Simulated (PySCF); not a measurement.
Numbering as in the mapped SMILES `[CH3:1][CH:2]([CH3:3])[O:4][BH:5][F:6]`. Each H is labelled by its parent atom.

Geometry: PBE0-D3(BJ)/def2-SVP; GIAO absolute shieldings from PySCF 2.14, gas phase, non-relativistic, averaged over equivalent atoms.

At LDA/pcSseg-1 (142 basis functions, 13 s wall time on 1 thread of an Arm Neoverse V2, shared host):
```csv
atoms,σ (ppm)
C2,111.3
C1/C3,154.5
O4,119.1
B5,69.9
F6,229.4
H(C2),25.85
H(B5),26.43
H(C1)/H(C3),29.61
```

**Question.** Estimate the result of repeating the calculation with PBE/pcSseg-1.

**Answer.** 
| atoms | σ at PBE/pcSseg-1 | change |
| --- | --- | --- |
| C2 | 111.8 | +0.5 |
| C1/C3 | 153.9 | -0.6 |
| O4 | 128.0 | +8.9 |
| B5 | 73.5 | +3.6 |
| F6 | 236.9 | +7.5 |
| H(C2) | 26.34 | +0.49 |
| H(B5) | 26.90 | +0.47 |
| H(C1)/H(C3) | 29.98 | +0.37 |

The largest change is at O4 (oxygen bonded to C, B). Cost: 142 basis functions, 16 s wall time on 1 thread of an Arm Neoverse V2, shared host.
